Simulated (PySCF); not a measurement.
PySCF 2.14 output of an unrestricted PBE calculation on a single atom or ion in def2-QZVPPD, with no relativity, point nucleus:

```
SCF conv_tol = 1e-09
number electrons alpha = 14  beta = 13
    J. P. Perdew, K. Burke, and M. Ernzerhof.,  Phys. Rev. Lett. 77, 3865 (1996)
    J. P. Perdew, K. Burke, and M. Ernzerhof.,  Phys. Rev. Lett. 78, 1396 (1997)
    J. P. Perdew, K. Burke, and M. Ernzerhof.,  Phys. Rev. Lett. 77, 3865 (1996)
    J. P. Perdew, K. Burke, and M. Ernzerhof.,  Phys. Rev. Lett. 78, 1396 (1997)
cycle= 1 E= -1776.66479345623  delta_E= -0.0129  |g|= 0.158  |ddm|= 0.127
cycle= 2 E= -1776.66161135149  delta_E= 0.00318  |g|= 0.231  |ddm|= 0.0916
cycle= 3 E= -1776.66804448417  delta_E= -0.00643  |g|= 0.00445  |ddm|= 0.0537
cycle= 4 E= -1776.66804730119  delta_E= -2.82e-06  |g|= 0.000153  |ddm|= 0.00113
cycle= 5 E= -1776.66804730386  delta_E= -2.66e-09  |g|= 2.06e-05  |ddm|= 3.87e-05
cycle= 6 E= -1776.66804730392  delta_E= -6.23e-11  |g|= 3.59e-06  |ddm|= 7.43e-06
converged SCF energy = -1776.66804730392  <S^2> = 0.75025873  2S+1 = 2.0002587
```

The run itself started from symmetry-adapted Hartree-Fock orbitals and held the occupation by maximum overlap, on a logarithmic radial grid, so the iterations belong to that start.

Which element, charge and spin multiplicity is this?

Zn(3+) (zinc, charge +3), multiplicity 2; the state was [Ar] 3d9, 2D determinant.
